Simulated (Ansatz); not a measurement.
Input file for `CBNC`:

```yaml
crystal:
  periodic: [false, false, false]
  atoms:
    - {symbol: C, position_ang: [-1.823577, 0.733556, 0.313414]}
    - {symbol: B, position_ang: [-0.301631, 0.624031, -0.053613]}
    - {symbol: N, position_ang: [0.388455, -0.579018, 0.029073]}
    - {symbol: C, position_ang: [1.779680, -0.806682, -0.279241]}
    - {symbol: H, position_ang: [-2.276719, -0.208477, 0.636545]}
    - {symbol: H, position_ang: [-2.397931, 1.106297, -0.541655]}
    - {symbol: H, position_ang: [-1.973826, 1.469358, 1.110824]}
    - {symbol: H, position_ang: [0.322181, 1.585290, -0.421719]}
    - {symbol: H, position_ang: [-0.104596, -1.405083, 0.334030]}
    - {symbol: H, position_ang: [2.230156, 0.133222, -0.597782]}
    - {symbol: H, position_ang: [2.333038, -1.172701, 0.591625]}
    - {symbol: H, position_ang: [1.901671, -1.534988, -1.087502]}
basis:
  gaussian: {orbitals: def2-SVP}
correlation: {method: ccsd_t}
```

```sh
$ ansatz run in.yaml --threads 2 --pin off --events-out ev --progress --plain
```

Log, shortened:

```
Functional definition: HF
993 factors; integrals over basis functions are off by at most 1.2e-3 eV
mean field evaluation 1: about -4336.1730 eV, gradient 3.2e1 eV
mean field evaluation 2: about -4336.1758 eV, gradient 3.2e1 eV
mean field evaluation 4: about -4338.9729 eV, gradient 3.6e0 eV
mean field evaluation 8: about -4339.0109 eV, gradient 1.1e-4 eV
mean field -4339.01086271 eV, -159.4557081174 hartree, gradient 3.0e-6 eV, S^2 0.000000; 0 other end points of the search recorded, 0 dependent functions left out
4 core orbitals not correlated: weight in the atoms' cores, before any rotation towards them, 1.000 or more for the frozen orbitals, at most 0.000 for the correlated occupied ones
reference -4339.01086271 eV, -159.4557081174 hartree; 12, 12 occupied and 80, 80 virtual orbitals, 993 factors
second order -14.91482295 eV of doubles, -0.00000000 eV of singles
cycle   1  -15.87119353 eV  change   -9.6e-1 eV  update   8.3e-2
cycle   2  -16.29713367 eV  change   -4.3e-1 eV  update   2.5e-2
cycle   3  -16.37206215 eV  change   -7.5e-2 eV  update   1.2e-2
cycle   4  -16.36878433 eV  change    3.3e-3 eV  update   4.2e-3
cycle   5  -16.36871670 eV  change    6.8e-5 eV  update   1.7e-3
cycle   6  -16.36826934 eV  change    4.5e-4 eV  update   4.5e-4
cycle   7  -16.36815805 eV  change    1.1e-4 eV  update   1.2e-4
cycle   8  -16.36815644 eV  change    1.6e-6 eV  update   3.4e-5
cycle   9  -16.36814622 eV  change    1.0e-5 eV  update   8.0e-6
perturbative correction -0.45894969 eV, -0.0168660900 hartree
Total energy: -4355.83795862 eV, -160.0740924864 hartree
```

Hardware: 2 threads of a server CPU on a shared host. Wall time 5.5 s, peak host memory 0.4 GiB.

Correlation energy per correlated electron: -0.701 eV. T1 diagnostic: 0.0119.
